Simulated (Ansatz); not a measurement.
Consider the ligand exchange at a Ge–C bond: `C[CH2][Ge][NH2]` + HBr → `[NH2][Ge][Br]` + ethane.

Calculated with Ansatz (gas phase, PBE0-D4/def2-TZVP geometries, no zero-point term in ΔE). CCSD(T)/CBS adds triple-zeta CCSD(T) − MP2 to the extrapolated MP2 energy (def2 sets, frozen cores). This one scheme is used for every species. Functionals use def2-TZVPP. For Br, Ge outer-core shells are correlated without core-valence functions, which leaves a few kJ/mol of doubt a bond. Scalar relativity is left out up to krypton. One conformer a species, not always the lowest.

| level | ΔE (kJ/mol) |
| --- | --- |
| LDA (SPW92) | -159.9 |
| B97M-V | -170.8 |
| CAM-B3LYP | -171.0 |
| CCSD/def2-SVP | -159.6 |

**Question.** What does CCSD(T)/CBS give? (Best estimate.)

**Answer.** Ansatz gave: -159.0 kJ/mol. The listed levels differ from it by -0.9, -11.8, -12.0, -0.6 kJ/mol.

Largest T1 diagnostic among the species: 0.013.

The D4 term adds +5.3 kJ/mol with B3LYP and +3.1 kJ/mol with PBE0; it sums over pairs of atoms, weighted by their polarisabilities, and B3LYP, whose exchange is more repulsive, gets the larger term. Leaving LDA and LC-ωPBE aside and taking each functional with its dispersion term where it has one, the values, not all of them listed here, spread over 12.3 kJ/mol, from BHLYP-D4 to revPBE-D4. LDA lies +10.5 kJ/mol from PBE without D4.

B3LYP here is the variant with VWN-RPA as its local correlation; programs differ in this.
